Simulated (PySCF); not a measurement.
Circular dichroism: SMILES C#C[C@H]1SBS[C@H]1F, C₄H₄BFS₂

Geometry:
```
atom   x (Å)   y (Å)   z (Å)
  C1   2.588  -1.047  -0.485
  C2   1.641  -0.384  -0.174
  C3   0.466   0.378   0.166
  S4  -0.285   1.162  -1.355
  B5  -1.946   1.152  -0.758
  S6  -2.227   0.326   0.798
  C7  -0.581  -0.489   0.861
  F8  -0.684  -1.711   0.260
  H9   3.432  -1.613  -0.742
 H10   0.729   1.215   0.821
 H11  -2.807   1.683  -1.328
 H12  -0.324  -0.672   1.910
```

Theory: PySCF, TDDFT PBE0/def2-SVPD circular dichroism and optical rotation, one conformer, gas phase. Geometry: GFN2-xTB.

Singlets 13 and 14 lie within 0.01 eV of each other, so their separate moments and overlaps can depend on how they mix.

Q: Assign R or S to each stereocentre.

A: C3 R, C7 R.

Q: Which excitations and rotatory strengths does the calculation give?

A: Rotatory strengths R in 10⁻⁴⁰ esu² cm², velocity form and length form (origin at the centre of mass); f in length form.
```tsv
state	E (eV)	λ (nm)	f	R (velocity)	R (length)	main
1	5.35	232	0.007	-14.7	-13.7	HOMO→LUMO+1 0.80, HOMO→LUMO 0.16
2	5.39	230	0.097	+20.0	+21.2	HOMO→LUMO 0.80, HOMO→LUMO+1 0.15
3	6.07	204	0.001	+4.2	+4.2	HOMO−1→LUMO+1 0.47, HOMO−2→LUMO+1 0.21
4	6.24	199	0.002	-10.9	-11.0	HOMO−1→LUMO 0.56, HOMO−2→LUMO+1 0.11
5	6.30	197	0.005	-29.3	-29.6	HOMO→LUMO+2 0.67, HOMO−1→LUMO 0.11
6	6.36	195	0.024	+26.3	+26.6	HOMO−2→LUMO 0.56, HOMO−3→LUMO 0.17
7	6.52	190	0.028	+32.7	+32.3	HOMO−2→LUMO+1 0.36, HOMO−1→LUMO+1 0.17
8	6.60	188	0.004	+2.3	+2.5	HOMO−3→LUMO 0.36, HOMO−2→LUMO 0.23
9	6.76	183	0.007	+24.3	+23.4	HOMO−3→LUMO+1 0.39, HOMO−2→LUMO+2 0.13
10	6.80	182	0.004	+10.1	+10.1	HOMO→LUMO+3 0.41, HOMO−1→LUMO+2 0.12
11	6.96	178	0.004	-35.7	-34.0	HOMO−3→LUMO+1 0.43, HOMO→LUMO+3 0.35
12	7.02	176	0.061	-48.8	-49.2	HOMO−4→LUMO 0.57, HOMO−3→LUMO 0.34
13	7.16	173	0.006	+21.8	+20.0	HOMO→LUMO+4 0.66, HOMO−4→LUMO+1 0.09
14	7.16	173	0.006	-30.8	-28.5	HOMO−4→LUMO+1 0.67, HOMO→LUMO+3 0.09
15	7.37	168	0.034	+31.2	+31.8	HOMO→LUMO+5 0.57
16	7.43	167	0.001	-10.7	-10.8	HOMO−5→LUMO 0.91
```

Among the states computed, the strongest CD band (largest |R|) is state 12. The largest dissymmetry factor in size, g = 4R/(D+G), with D and G the electric and magnetic dipole strengths, is -0.093 for state 11 (velocity form, f = 0.004), among bands with |R| over 0.5. The mirror image has the same energies and oscillator strengths and all R with the opposite sign.
